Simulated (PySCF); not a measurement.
# Correlation energy of Te⁺ (tellurium, charge +1)

[Kr] 4d10 5s2 5p3, high-spin 4S determinant. All numbers are calculated (PySCF 2.14, scalar relativity through the core potential, in def2-SVP with the def2 core potential (28 electrons)). Frozen: 4s2 4p6 4d10; 5 electrons correlated.

MP2 pair energies summed by pair of shells (mhartree):

| pair | energy | share (%) |
| --- | --- | --- |
| 5s-5p | -30.40 | 65.8 |
| 5p-5p | -10.88 | 23.6 |
| 5s-5s | -4.91 | 10.6 |

Total MP2 correlation energy: -46.19 mhartree.

Same-spin part -12.47 and opposite-spin part -33.72 mhartree; SCS-MP2 scales them by 1/3 and 6/5 to -44.62 mhartree.

| level | correlation energy (mhartree) |
| --- | --- |
| CCSD | -58.93 |
| (T) | -0.54 |
| CCSD(T) | -59.47 |

Diagnostics: T1 = 0.0024, D1 = 0.0039, largest double amplitude 0.058.

Cost of the coupled-cluster step: 0.09 s of wall time on 1 thread of Neoverse-V2 (shared host), for 5 correlated electrons.
